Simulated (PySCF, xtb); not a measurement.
TeF2, SMILES F[Te]F.

GFN2-xTB run with xtb at its own geometry gives an orbital gap of 2.92 eV and a dipole moment of 3.51 D.

Geometry: B3LYP-D3(BJ)/def2-TZVP. The def2 effective core potentials stand for the cores of Te; spin–orbit coupling is left out.

What does B3LYP/def2-TZVPD (PySCF) give? (Estimate from the structure and the level; the computed values follow.)

gap 3.44 eV (levels -6.60 and -3.16 eV), dipole 2.84 D.
